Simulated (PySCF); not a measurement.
Dissociation curve of NaI, singlet.

UCCSD = PySCF with CCSD on UHF/def2-SVP, 5 core orbitals frozen, def2 effective core potentials past Kr; RHF/def2-SVP, def2 effective core potentials past Kr (PySCF); UHF/def2-SVP, def2 effective core potentials past Kr (PySCF); UMP2/3-21G = unrestricted MP2 (frozen core)/3-21G in PySCF 2.14.0.

Energies are in mEh, each relative to the lowest point of its own curve near equilibrium.

```json
[
 {"R / Å": "2.04", "UCCSD": "104.9", "RHF": "106.1", "UHF": "106.1", "UMP2/3-21G": "119.0"},
 {"R / Å": "2.16", "UCCSD": "61.2", "RHF": "62.1", "UHF": "62.1", "UMP2/3-21G": "73.6"},
 {"R / Å": "2.31", "UCCSD": "27.8", "RHF": "28.4", "UHF": "28.4", "UMP2/3-21G": "[?]"},
 {"R / Å": "2.45", "UCCSD": "10.9", "RHF": "11.2", "UHF": "11.2", "UMP2/3-21G": "17.0"},
 {"R / Å": "2.58", "UCCSD": "3.0", "RHF": "3.2", "UHF": "3.2", "UMP2/3-21G": "[?]"},
 {"R / Å": "2.63", "UCCSD": "[?]", "RHF": "1.6", "UHF": "1.6", "UMP2/3-21G": "3.9"},
 {"R / Å": "2.71", "UCCSD": "0.1", "RHF": "0.2", "UHF": "0.2", "UMP2/3-21G": "1.3"},
 {"R / Å": "2.78", "UCCSD": "0.0", "RHF": "0.0", "UHF": "0.0", "UMP2/3-21G": "0.1"},
 {"R / Å": "2.89", "UCCSD": "1.2", "RHF": "1.2", "UHF": "1.2", "UMP2/3-21G": "0.0"},
 {"R / Å": "2.98", "UCCSD": "3.3", "RHF": "3.1", "UHF": "3.1", "UMP2/3-21G": "1.1"},
 {"R / Å": "3.15", "UCCSD": "8.7", "RHF": "8.4", "UHF": "8.4", "UMP2/3-21G": "5.4"},
 {"R / Å": "3.34", "UCCSD": "16.3", "RHF": "15.8", "UHF": "15.8", "UMP2/3-21G": "12.1"},
 {"R / Å": "3.69", "UCCSD": "31.8", "RHF": "30.7", "UHF": "30.7", "UMP2/3-21G": "[?]"},
 {"R / Å": "4.04", "UCCSD": "46.9", "RHF": "45.2", "UHF": "45.2", "UMP2/3-21G": "41.8"},
 {"R / Å": "4.44", "UCCSD": "62.4", "RHF": "60.1", "UHF": "60.1", "UMP2/3-21G": "57.6"},
 {"R / Å": "4.88", "UCCSD": "77.1", "RHF": "74.3", "UHF": "74.3", "UMP2/3-21G": "72.4"},
 {"R / Å": "5.47", "UCCSD": "93.4", "RHF": "89.9", "UHF": "87.4", "UMP2/3-21G": "92.1"},
 {"R / Å": "5.91", "UCCSD": "—", "RHF": "99.2", "UHF": "88.8", "UMP2/3-21G": "95.2"},
 {"R / Å": "6.63", "UCCSD": "—", "RHF": "[?]", "UHF": "89.4", "UMP2/3-21G": "96.5"},
 {"R / Å": "7.34", "UCCSD": "—", "RHF": "120.1", "UHF": "89.5", "UMP2/3-21G": "96.8"},
 {"R / Å": "8.13", "UCCSD": "—", "RHF": "[?]", "UHF": "89.5", "UMP2/3-21G": "97.0"}
]
```

Task: What belongs in the gaps?

Result: 
- 2.31, UMP2/3-21G: 37.1
- 2.58, UMP2/3-21G: 6.4
- 2.63, UCCSD: 1.4
- 3.69, UMP2/3-21G: 26.8
- 6.63, RHF: 111.3
- 8.13, RHF: 127.5

Dashes: no converged value, or the column stops at the first point that the program doubted or that broke a chosen test of continuity, which isn't proof of a fault.

The unrestricted determinant behind UCCSD, UHF, UMP2/3-21G is spin-contaminated at 5.47 to 8.13 Å (<S²> up to 1.0, against 0.00 for a pure singlet). The restricted form behind RHF keeps the bonding electrons paired and can't separate into open-shell fragments.
